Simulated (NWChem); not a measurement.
The numbers come from NWChem runs, not from measurements. System: H3NPb, charge 0, spin multiplicity 1, at a geometry optimised with PBE0/def2-SVP with def2 effective core potentials on Pb. The structure started from a generated list of species. Level: PBE0/def2-SVPD with def2 effective core potentials on Pb.

Part of the output:

```
             Northwest Computational Chemistry Package (NWChem) 7.3.0
             --------------------------------------------------------

                                NWChem Input Module
                                -------------------

 Scaling coordinates for geometry "geometry" by  1.889725989
 (inverse scale =  0.529177249)

 Turning off AUTOSYM since
 SYMMETRY directive was detected!

                             Geometry "geometry" -> ""
                             -------------------------

 Output coordinates in angstroms (scale by  1.889725989 to convert to a.u.)

  No.       Tag          Charge          X              Y              Z
 ---- ---------------- ---------- -------------- -------------- --------------
    1 Pb                  82.0000    -0.16718600     0.14518300     0.00000000
    2 H                    1.0000     1.16662600     1.44484100     0.00000000
    3 N                    7.0000     1.30640400    -1.39003300     0.00000000
    4 H                    1.0000     2.31005600    -1.23797100     0.00000000
    5 H                    1.0000     1.08773100    -2.38165600     0.00000000

 Effective nuclear repulsion energy (a.u.)     205.9518157696

            Nuclear Dipole moment (a.u.)
            ----------------------------
        X                 Y               Z
 ---------------- ---------------- ----------------
    -0.0000207870    -0.0000207870     0.0000000000

      Symmetry information
      --------------------

 Group name             Cs
 Group number              2
 Group order               2
 No. of unique centers     5

      Symmetry unique atoms

     1    2    3    4    5


 Summary of "ao basis" -> "" (spherical)
 ------------------------------------------------------------------------------
       Tag                 Description            Shells   Functions and Types
 ---------------- ------------------------------  ------  ---------------------
 *                         def2-svpd                  on all atoms

                                 NWChem DFT Module
                                 -----------------

 Summary of "ao basis" -> "ao basis" (spherical)
 ------------------------------------------------------------------------------
       Tag                 Description            Shells   Functions and Types
 ---------------- ------------------------------  ------  ---------------------
 Pb                        def2-svpd                12       32   5s4p3d
 H                         def2-svpd                 4        8   2s2p
 N                         def2-svpd                 8       20   4s2p2d

 Summary of "ao basis" -> "ao basis" (spherical)
 ------------------------------------------------------------------------------
       Tag                 Description            Shells   Functions and Types
 ---------------- ------------------------------  ------  ---------------------
 Pb                        def2-svpd                12       32   5s4p3d
 H                         def2-svpd                 4        8   2s2p
 N                         def2-svpd                 8       20   4s2p2d

      Symmetry analysis of basis
      --------------------------

        a'         54
        a"         22

            General Information
            -------------------
          SCF calculation type: DFT
          Wavefunction type:  closed shell.
          No. of atoms     :     5
          No. of electrons :    32
           Alpha electrons :    16
            Beta electrons :    16
          Charge           :     0
          Spin multiplicity:     1
          Use of symmetry is: on ; symmetry adaption is: on
          Maximum number of iterations: 100
          AO basis - number of functions:    76
                     number of shells:    32
          Convergence on energy requested:  1.00D-06
          Convergence on density requested:  1.00D-05
          Convergence on gradient requested:  5.00D-04

              XC Information
              --------------
                         PBE0 Method XC Functional
                     Hartree-Fock (Exact) Exchange  0.250
          PerdewBurkeErnzerhof Exchange Functional  0.750
            Perdew 1991 LDA Correlation Functional  1.000 local
[...]
      -------------------------------------------------

  Numbering of irreducible representations:

     1 a'          2 a"

  Orbital symmetries:

     1 a'          2 a'          3 a'          4 a'          5 a"
     6 a'          7 a'          8 a'          9 a"         10 a'
    11 a"         12 a'         13 a'         14 a'         15 a"
    16 a'         17 a"         18 a'         19 a'         20 a'
    21 a'         22 a'         23 a'         24 a"         25 a"
    26 a'

------------------------------------------------------------
EAF file 0: "./mol.aoints.0" size=524288 bytes
------------------------------------------------------------
               write      read    awrite     aread      wait
               -----      ----    ------     -----      ----
     calls:        1         0         0         0         0
   data(b): 5.24e+05  0.00e+00  0.00e+00  0.00e+00
   time(s): 0.00e+00  0.00e+00  0.00e+00  0.00e+00  0.00e+00
rate(mb/s): 0.00e+00  0.00e+00
------------------------------------------------------------

   convergence    iter        energy       DeltaE   RMS-Dens  Diis-err    time
 ---------------- ----- ----------------- --------- --------- ---------  ------
 d= 0,ls=0.0,diis     1   -249.2357302634 -3.11D+02  4.58D-01  4.39D-01     2.2
 d= 0,ls=0.0,diis     2   -248.9808613590  2.55D-01  1.42D-02  2.22D+00     2.6
 d= 0,ls=0.0,diis     3   -249.3010459103 -3.20D-01  5.36D-03  2.49D-02     3.0
 d= 0,ls=0.0,diis     4   -249.3046241777 -3.58D-03  7.47D-04  1.04D-03     3.4
 d= 0,ls=0.0,diis     5   -249.3048464250 -2.22D-04  1.68D-04  7.28D-05     3.8
  Resetting Diis
 d= 0,ls=0.0,diis     6   -249.3048615802 -1.52D-05  3.00D-05  2.77D-06     4.2
 d= 0,ls=0.0,diis     7   -249.3048619495 -3.69D-07  8.59D-06  3.67D-08     4.6

         Total DFT energy =     -249.304861949477
      One electron energy =     -536.092972100830
           Coulomb energy =      248.739942064536
    Exchange-Corr. energy =      -23.966659975774
 Nuclear repulsion energy =       62.014828062592

 Numeric. integr. density =       32.000016659977

     Total iterative time =      3.9s

                  Occupations of the irreducible representations
                  ----------------------------------------------

                     irrep           alpha         beta
                     --------     --------     --------
                     a'               12.0         12.0
                     a"                4.0          4.0

                       DFT Final Molecular Orbital Analysis
                       ------------------------------------

 Vector   14  Occ=2.000000D+00  E=-3.273647D-01  Symmetry=a'
              MO Center=  7.1D-01, -3.2D-01, -4.5D-16, r^2= 3.1D+00
   Bfn.  Coefficient  Atom+Function         Bfn.  Coefficient  Atom+Function
  ----- ------------  ---------------      ----- ------------  ---------------
    44      0.558608  3 N  s                 46      0.310587  3 N  py
    13      0.294603  1 Pb py                 3      0.272651  1 Pb s
    45     -0.260009  3 N  px                43     -0.229206  3 N  s
    49     -0.210524  3 N  py                48      0.191731  3 N  px
     1     -0.186345  1 Pb s                 33      0.183621  2 H  s

 Vector   15  Occ=2.000000D+00  E=-2.585263D-01  Symmetry=a"
              MO Center=  1.2D+00, -1.3D+00,  2.9D-15, r^2= 1.5D+00
   Bfn.  Coefficient  Atom+Function         Bfn.  Coefficient  Atom+Function
  ----- ------------  ---------------      ----- ------------  ---------------
    47      0.539206  3 N  pz                50     -0.396459  3 N  pz
    14     -0.173923  1 Pb pz                17     -0.134140  1 Pb pz
    68     -0.066654  4 H  pz                76     -0.066335  5 H  pz
    11      0.065497  1 Pb pz                 8      0.064255  1 Pb pz
    19     -0.061495  1 Pb d -1              21     -0.061340  1 Pb d  1

 Vector   16  Occ=2.000000D+00  E=-2.451409D-01  Symmetry=a'
              MO Center=  1.8D-01,  5.2D-01, -6.4D-16, r^2= 3.3D+00
   Bfn.  Coefficient  Atom+Function         Bfn.  Coefficient  Atom+Function
  ----- ------------  ---------------      ----- ------------  ---------------
     3      0.364462  1 Pb s                 12     -0.363676  1 Pb px
    33     -0.341875  2 H  s                 34     -0.256873  2 H  s
     1     -0.241712  1 Pb s                 15     -0.240340  1 Pb px
     4      0.223010  1 Pb s                 13     -0.161621  1 Pb py
     9      0.131526  1 Pb px                 6      0.128863  1 Pb px

 Vector   17  Occ=0.000000D+00  E=-7.252773D-02  Symmetry=a"
              MO Center= -1.2D-01,  1.2D-01,  9.9D-15, r^2= 4.0D+00
   Bfn.  Coefficient  Atom+Function         Bfn.  Coefficient  Atom+Function
  ----- ------------  ---------------      ----- ------------  ---------------
    17      0.599476  1 Pb pz                14      0.510083  1 Pb pz
    47      0.223537  3 N  pz                50     -0.183162  3 N  pz
    11     -0.179637  1 Pb pz                 8     -0.174564  1 Pb pz
    31      0.057961  1 Pb d  1              76     -0.055969  5 H  pz
    68     -0.051328  4 H  pz                29      0.044232  1 Pb d -1

 Vector   18  Occ=0.000000D+00  E=-1.258923D-03  Symmetry=a'
              MO Center=  1.2D-01, -4.8D-01, -1.1D-15, r^2= 7.0D+00
   Bfn.  Coefficient  Atom+Function         Bfn.  Coefficient  Atom+Function
  ----- ------------  ---------------      ----- ------------  ---------------
    44      0.880225  3 N  s                  5      0.615341  1 Pb s
    16     -0.601357  1 Pb py                 4     -0.443082  1 Pb s
    70     -0.372624  5 H  s                 62     -0.333324  4 H  s
    13     -0.318505  1 Pb py                75     -0.294486  5 H  py
    66      0.291362  4 H  px                28      0.250257  1 Pb d -2

 Vector   19  Occ=0.000000D+00  E= 1.619540D-02  Symmetry=a'
              MO Center= -8.7D-01,  7.3D-01,  8.5D-15, r^2= 8.5D+00
   Bfn.  Coefficient  Atom+Function         Bfn.  Coefficient  Atom+Function
  ----- ------------  ---------------      ----- ------------  ---------------
     5      1.815694  1 Pb s                 44     -1.422438  3 N  s
     4     -1.130885  1 Pb s                 70      0.363010  5 H  s
    62      0.348012  4 H  s                 43      0.326042  3 N  s
     3     -0.316975  1 Pb s                  1      0.251405  1 Pb s
    75      0.205651  5 H  py                66     -0.190976  4 H  px

 center of mass
 --------------
 x =  -0.09975077 y =   0.07170892 z =   0.00000000

 moments of inertia (a.u.)
 ------------------
         144.562077348248         120.775134834487           0.000000000000
         120.775134834487         132.227115117577           0.000000000000
           0.000000000000           0.000000000000         276.789192465825

     Multipole analysis of the density
     ---------------------------------

     L   x y z        total         alpha         beta         nuclear
     -   - - -        -----         -----         ----         -------
     0   0 0 0     -0.000000    -16.000000    -16.000000     32.000000

     1   1 0 0     -0.359358     -9.657741     -9.657741     18.956123
     1   0 1 0     -0.246770      8.107308      8.107308    -16.461386
     1   0 0 1      0.000000      0.000000      0.000000      0.000000

     2   2 0 0    -26.830077    -49.915421    -49.915421     73.000765
     2   1 1 0     -1.700807     29.522219     29.522219    -60.745245
     2   1 0 1      0.000000      0.000000      0.000000      0.000000
     2   0 2 0    -26.205965    -54.672820    -54.672820     83.139675
     2   0 1 1     -0.000000     -0.000000     -0.000000      0.000000
     2   0 0 2    -25.556831    -12.778416    -12.778416      0.000000

 Task  times  cpu:        4.6s     wall:        4.6s

 Total times  cpu:        4.7s     wall:        4.7s
```

Problem. Write an NWChem input that would produce this output.

Solution. One answer among several that fit: 
```
start mol
memory heap 200 mb stack 900 mb global 1100 mb
geometry units angstroms nocenter noautoz
  Pb    -0.167186     0.145183     0.000000
  H      1.166626     1.444841     0.000000
  N      1.306404    -1.390033     0.000000
  H      2.310056    -1.237971     0.000000
  H      1.087731    -2.381656     0.000000
  symmetry group Cs
end
basis spherical
  * library def2-svpd
end
ecp
  Pb library def2-ecp
end
dft
  xc pbe0
  semidirect memsize 60000000 filesize 0
  iterations 100
end
task dft energy
```
